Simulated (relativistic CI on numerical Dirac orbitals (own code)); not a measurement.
**Level scheme of Pt**

Computed by Dirac-Coulomb-Breit CI, separate exchange-only KLI orbitals for each configuration, QED by a radiative potential, valence Slater integrals scaled by 0.85, P86 correlation energy added to each configuration (own radial code, finite nucleus).

Configurations in the expansion (outside the closed core [Xe] 4f14): 5d9.6s, 5d8.6s2, 5d10, 5d8.6s.6p, 5d9.6p, 5d9.6d, 5d9.7s, 5d7.6s2.6p, 5d9.7p, 5d9.8s, 5d9.8p, 5d9.7d, 5d9.5f, 5d9.8d, 5d9.6f. Double excitations out of closed p, d and f shells are left out; levels of such configurations are missing from the list, as are those of other unlisted configurations, and high levels can miss mixing partners.

```csv
No.,Configuration,Term,J,E (cm⁻¹),%,Next component (%),Lifetime (s)
1,5d9.6s,3D,3,0.0,100,,
2,5d9.6s,3D,2,1579.5,47,39 1D,2.16e+01
3,5d8.6s2,3F,4,4194.0,96,4 1G,
4,5d10,1S,0,5764.2,92,6 5d8.6s2 1S,
5,5d9.6s,3D,2,8052.1,45,26 5d8.6s2 1D,1.62e-01
6,5d9.6s,3D,1,9481.1,100,,1.06e-01
7,5d8.6s2,3F,3,12815.9,100,,5.90e-02
8,5d9.6s,1D,2,15769.7,39,26 5d8.6s2 3F,1.07e-01
9,5d8.6s2,3P,2,18934.9,55,45 3F,
10,5d8.6s2,3P,0,21777.4,85,10 1S,
11,5d8.6s2,3P,1,23131.5,100,,
12,5d8(3F).6s<4F>.6p,5D°,4,24970.2,78,15 5F°,
13,5d8.6s2,1G,4,25302.1,96,4 3F,6.98e-02
14,5d9.6p,3P°,2,27285.6,56,14 5d8.6s.6p 3P°,1.79e-08
15,5d8(3F).6s<4F>.6p,5F°,5,28330.0,52,36 5G°,4.14e-07
16,5d8(3F).6s<4F>.6p,5D°,3,29158.3,22,20 5d9.6p 3F°,2.49e-08
17,5d8.6s2,1D,2,29501.8,55,18 3F,8.06e-03
18,5d8(3F).6s<4F>.6p,5D°,3,30093.5,37,20 5F°,3.08e-08
19,5d8(3F).6s<4F>.6p,5G°,6,30415.2,97,3 3H°,6.13e+00
20,5d9.6p,3F°,4,30752.3,33,22 5d8.6s.6p 5G°,3.35e-08
21,5d9.6p,1D°,2,31322.6,25,16 3P°,1.37e-08
22,5d9.6p,3P°,1,31340.5,33,20 5d8.6s.6p 3P°,1.90e-08
23,5d9.6p,3F°,4,31613.0,38,18 5d8.6s.6p 5G°,1.48e-08
24,5d9.6p,3D°,3,31973.3,29,23 1F°,9.96e-09
25,5d8(3F).6s<4F>.6p,5F°,5,32755.1,40,28 5G°,2.16e-07
26,5d8(1D).6s<2D>.6p,3F°,2,33806.0,32,21 5G°,2.29e-08
27,5d8(3F).6s<4F>.6p,5D°,2,35012.1,55,19 5F°,7.20e-08
28,5d8(3F).6s<4F>.6p,5F°,4,35247.7,33,17 3G°,7.43e-08
29,5d8(1D).6s<2D>.6p,3P°,0,35308.7,42,26 5d9.6p 3P°,5.99e-08
30,5d8(3F).6s<4F>.6p,5G°,3,35442.7,47,15 5D°,2.68e-08
31,5d8(1D).6s<2D>.6p,3D°,1,35870.1,35,18 5d9.6p 3P°,3.90e-08
32,5d8(3P).6s<4P>.6p,5P°,2,36134.4,22,19 3D°,3.09e-08
33,5d8(1D).6s<2D>.6p,3F°,3,37695.3,37,15 5D°,1.11e-07
34,5d8(3F).6s<4F>.6p,5D°,1,38324.7,43,15 3P°,1.20e-08
35,5d8(3P).6s<4P>.6p,5P°,2,38863.7,21,20 5F°,1.77e-08
36,5d8(3P).6s<4P>.6p,5P°,3,39207.8,39,17 3D°,6.23e-08
37,5d8(3F).6s<4F>.6p,3F°,4,39373.3,28,24 5G°,6.93e-08
38,5d8(3F).6s<4F>.6p,3F°,3,39525.7,25,21 5d9.6p 1F°,1.43e-08
39,5d8(3F).6s<4F>.6p,5G°,2,40495.6,41,32 5d9.6p 3F°,1.32e-08
40,5d8(3P).6s<4P>.6p,5P°,1,40610.9,35,25 5D°,2.92e-08
41,5d8(3P).6s<4P>.6p,5D°,0,41157.0,53,36 5d9.6p 3P°,1.81e-08
42,5d8(3F).6s<4F>.6p,3G°,5,41309.5,62,32 5G°,1.08e-08
43,5d8(3F).6s<4F>.6p,3F°,2,41366.5,28,27 5D°,2.06e-08
44,5d8(3F).6s<4F>.6p,5F°,3,41694.0,31,29 3D°,1.22e-08
45,5d8(3P).6s<4P>.6p,5D°,4,42751.3,32,20 1G°,3.36e-08
```

Energies count from the lowest computed level; ° marks odd parity; lifetimes are radiative, by E1, M1, E2 decay to levels of this space only; some are left blank where a channel outside the calculation adds to the decay or the decay crosses a small, uncertain gap. Percentages are summed over parent terms; the parents shown are those of the largest component, closed shells are left out there, and <> holds an intermediate term.

The mean weight of the leading LS term, summed over parents, in these 45 levels is 51 %, and that of the leading jj configuration (from the same eigenvectors) 56 %.

For a near-neutral ion this model can misplace configurations by up to about 10,000 cm⁻¹ (more where the count of f electrons changes) and terms by 10 to 25 % of their spread. Rates follow the energies as ν³ (E1, M1) or ν⁵ (E2), so they and the lifetimes can be off by large factors. The fine structure of a lone outer electron comes out too small, for d and f at times inverted, and misplaced configurations move strength between like terms. 11 of the 30 excited levels that our extract of the measured tables holds in this range could be paired (the sources list more); they are missed by 3595 cm⁻¹ on average and 6366 at most, and levels without a partner can miss by more. Some levels of the ground configuration have no partner and can miss by 10 % or more.

LS names give the leading component of a level, which can be under half, so a name can repeat, a term be missing and a line seem to break the LS rules.
